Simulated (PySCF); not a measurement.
Na$_{2}$, charge +1, doublet, geometry from GFN2-xTB (such geometries of metal compounds can be far from the true shape) (a state made from the parent by changing its charge; the spin is typed, not shown lowest); DF-B3LYP/pcseg-3 (PySCF).

PySCF was given this input:
```python
from pyscf import gto, scf, dft

mol = gto.M(
    atom='''
Na   -0.000000   -0.000000   -1.650642
Na    0.000000    0.000000    1.650642
''',
    basis='pcseg-3',
    charge=1,
    spin=1,
    verbose=4,
    max_memory=1800,
)

mf = dft.UKS(mol)
mf.xc = 'b3lyp'
mf = mf.density_fit(auxbasis='def2-universal-jkfit')
mf.kernel()
```

Q: What does PySCF print? Leave out banner, timings and long lists.

A: 
```
PySCF version 2.14.0

[INPUT] verbose = 4
[INPUT] num. atoms = 2
[INPUT] num. electrons = 21
[INPUT] charge = 1
[INPUT] spin (= nelec alpha-beta = 2S) = 1
[INPUT] symmetry False subgroup None
[INPUT] Mole.unit = angstrom
[INPUT] Symbol           X                Y                Z      unit          X                Y                Z       unit  Magmom
[INPUT]  1 Na     0.000000000000   0.000000000000  -1.650642000000 AA    0.000000000000   0.000000000000  -3.119261309704 Bohr   0.0
[INPUT]  2 Na     0.000000000000   0.000000000000   1.650642000000 AA    0.000000000000   0.000000000000   3.119261309704 Bohr   0.0

nuclear repulsion = 19.3956177418604
number of shells = 8
number of NR pGTOs = 148
number of NR cGTOs = 70
basis = pcseg-3
ecp = {}

******** <class 'pyscf.df.df_jk.DFUKS'> ********
method = DFUKS
initial guess = minao
damping factor = 0
level_shift factor = 0
DIIS = <class 'pyscf.scf.diis.CDIIS'>
diis_start_cycle = 1
diis_space = 8
diis_damp = 0
SCF conv_tol = 1e-09
SCF conv_tol_grad = None
SCF max_cycles = 50
direct_scf = False
number electrons alpha = 11  beta = 10
XC library pyscf.dft.libxc version 7.1.2
    S. Lehtola, C. Steigemann, M. J. T. Oliveira, and M. A. L. Marques,  SoftwareX 7, 1–5 (2018)
XC functionals = b3lyp
    P. J. Stephens, F. J. Devlin, C. F. Chabalowski, and M. J. Frisch,  J. Phys. Chem. 98, 11623 (1994)
radial grids:
    Treutler-Ahlrichs [JCP 102, 346 (1995); DOI:10.1063/1.469408] (M4) radial grids

becke partition: Becke, JCP 88, 2547 (1988); DOI:10.1063/1.454033
pruning grids: <function nwchem_prune>
grids dens level: 3
symmetrized grids: False
atomic radii adjust function: <function treutler_atomic_radii_adjust>
small_rho_cutoff = 0
Set gradient conv threshold to 3.16228e-05
tot grids = 36200
******** <class 'pyscf.df.df.DF'> ********
auxbasis = def2-universal-jkfit
init E= -324.592918509634

cycle= 1 E= -324.430582974293  delta_E= 0.162  |g|= 0.124  |ddm|= 0.59
cycle= 2 E= -324.440962112642  delta_E= -0.0104  |g|= 0.079  |ddm|= 0.352
cycle= 3 E= -324.442880262786  delta_E= -0.00192  |g|= 0.00669  |ddm|= 0.0821
cycle= 4 E= -324.44293036586  delta_E= -5.01e-05  |g|= 0.00115  |ddm|= 0.0195
cycle= 5 E= -324.44293092036  delta_E= -5.55e-07  |g|= 0.000202  |ddm|= 0.00172
cycle= 6 E= -324.442930955696  delta_E= -3.53e-08  |g|= 1.65e-05  |ddm|= 0.000533
cycle= 7 E= -324.44293095647  delta_E= -7.73e-10  |g|= 9.16e-07  |ddm|= 0.000147
Extra cycle  E= -324.442930956472  delta_E= -2.96e-12  |g|= 2.18e-07  |ddm|= 7.12e-06
converged SCF energy = -324.442930956472  <S^2> = 0.75000832  2S+1 = 2.0000083
```
